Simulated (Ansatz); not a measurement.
The same path of CH6BFSSi (11 atoms, charge 0, multiplicity 1) was run twice with different band settings. Lost on the way: Si4–H10. Made: S3–H10.

Method: RKS r2SCANh-D4/def2-SVP (Ansatz 0.2.0).

Relaxed end points:

```xyz
11
Properties=species:S:1:pos:R:3
B -0.686 1.728 1.420
C -0.452 0.626 0.345
S 1.045 -0.404 0.613
Si 0.901 -1.669 -1.076
F 1.066 -0.824 -2.454
H 0.056 1.897 2.352
H -1.659 2.432 1.292
H -0.406 1.122 -0.642
H -1.361 -0.004 0.304
H -0.440 -2.304 -1.156
H 2.002 -2.658 -0.976
```

```xyz
11
Properties=species:S:1:pos:R:3
B -0.824 1.471 1.396
C -0.405 0.668 0.128
S 0.931 -0.568 0.296
Si 0.458 -1.915 -1.745
F 1.200 -0.756 -2.671
H -0.315 1.295 2.473
H -1.700 2.289 1.270
H -0.031 1.376 -0.633
H -1.275 0.191 -0.363
H 0.327 -1.379 1.193
H 1.699 -2.729 -1.323
```

Common settings: movable images 5; climbing image yes; spring 5.0 eV/Å²; start path through a guess of the saddle point; force threshold 0.05 eV/Å; iteration limit 60; end points relaxed.

| run | optimiser |
| --- | --- |
| 1 | quadratic models (default) |
| 2 | lbfgs |

Problem. What does each run give, and how far can it be trusted?

Solution. Run 1: converged after 19 iterations, highest image 2.718 eV above the first end. Neighbouring images differ by up to 1.9 eV, so the band resolves the path poorly. A vibrational analysis at the climbing image gives one clearly imaginary mode, 734i cm⁻¹, and a faint second one (25i cm⁻¹) that may be numerical noise or a soft torsion: probably a first-order saddle point.
Run 2: converged after 54 iterations, highest image 2.734 eV above the first end. Neighbouring images differ by up to 1.7 eV, so the band resolves the path poorly. The order of the stationary point at the top wasn't checked.
The orbitals stay closed-shell, which can raise the energy where a bond breaks towards radicals; this wasn't checked here.
